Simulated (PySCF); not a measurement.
Partial charges of `C[C@@H]1[SiH2]C[C@@H]1F`

Species: C₄H₉FSi.
Cartesian coordinates in Å at the GFN2-xTB level; atoms count from 1:
```
atom  x, y, z in Å
C1    -1.6982    0.2004   -0.4994
C2    -0.5979    0.1948    0.5542
Si3    0.9256    1.2866    0.1285
C4     1.5091   -0.4889   -0.2713
C5     0.2969   -1.0600    0.4726
F6    -0.2876   -2.1240   -0.1804
H7    -2.2461    1.1397   -0.4670
H8    -1.2792    0.0778   -1.4957
H9    -2.3974   -0.6167   -0.3280
H10   -1.0538    0.3062    1.5392
H11    1.5769    1.8983    1.2858
H12    0.7759    2.2134   -0.9889
H13    1.4415   -0.7347   -1.3295
H14    2.4674   -0.8509    0.0911
H15    0.5625   -1.4340    1.4668
```

Density: PBE0/pcSseg-1 (PySCF); schemes: Mulliken, IAO, Hirshfeld and ESP-fitted. The structure is a single GFN2-xTB conformer in the gas phase; no vibrational or solvent corrections.

**Question.** Give the atomic charges in each scheme.

**Answer.** In e:

```tsv
atom	environment	Mulliken	IAO	Hirshfeld	ESP-fitted
C1	methyl carbon	-0.193	-0.408	-0.124	-0.354
C2	sp3 carbon bound to silicon	-0.584	-0.386	-0.119	-0.045
Si3	SiH2 silicon	+0.624	+0.717	+0.347	+0.361
C4	sp3 carbon bound to silicon	-0.485	-0.562	-0.175	-0.457
C5	sp3 C–F carbon	+0.230	+0.183	+0.061	+0.326
F6	alkyl fluorine	-0.333	-0.327	-0.114	-0.278
H7	methyl hydrogen	+0.119	+0.141	+0.040	+0.091
H8	methyl hydrogen	+0.106	+0.136	+0.036	+0.106
H9	methyl hydrogen	+0.127	+0.149	+0.037	+0.113
H10	methine hydrogen	+0.138	+0.138	+0.032	+0.023
H11	Si–H hydrogen	-0.075	-0.115	-0.075	-0.101
H12	Si–H hydrogen	-0.073	-0.112	-0.070	-0.075
H13	methylene hydrogen	+0.154	+0.163	+0.043	+0.149
H14	methylene hydrogen	+0.144	+0.150	+0.038	+0.118
H15	methine hydrogen	+0.101	+0.135	+0.042	+0.023
```

Mean size of the charges over all atoms: IAO 0.255 e, Mulliken 0.232 e, ESP-fitted 0.175 e, Hirshfeld 0.090 e. Each set sums to the total charge, 0, to within 0.001 e. The Hirshfeld scheme weights the molecular density at each point by an atom's share of the summed free-atom densities.

Lowest charge. The schemes don't all agree: Mulliken C2 (-0.584); IAO C4 (-0.562); Hirshfeld C4 (-0.175); ESP-fitted C4 (-0.457).

Highest charge. All schemes agree: Mulliken Si3 (+0.624); IAO Si3 (+0.717); Hirshfeld Si3 (+0.347); ESP-fitted Si3 (+0.361).

**Question.** How many electrons does the Mulliken scheme count on Si3?

**Answer.** Z − q = 14 − (+0.624) = 13.376.

**Question.** How closely do the schemes follow one another over all atoms?

**Answer.** Correlation coefficient and root-mean-square difference: IAO with Hirshfeld 0.97, 0.197 e; Mulliken with IAO 0.96, 0.085 e; Mulliken with Hirshfeld 0.93, 0.188 e; IAO with ESP-fitted 0.91, 0.144 e; Hirshfeld with ESP-fitted 0.86, 0.133 e; Mulliken with ESP-fitted 0.82, 0.167 e.

**Question.** Sum the charges by element, for elements with more than one atom.

**Answer.** 
```csv
element,atoms,Mulliken,IAO,Hirshfeld,ESP-fitted
C,4,-1.031,-1.173,-0.357,-0.530
H,9,+0.740,+0.784,+0.123,+0.446
```

The run behind these numbers computed NMR shieldings as well. Time: 18 s of wall time. Hardware: one thread of an x86-64 server, on a shared host.
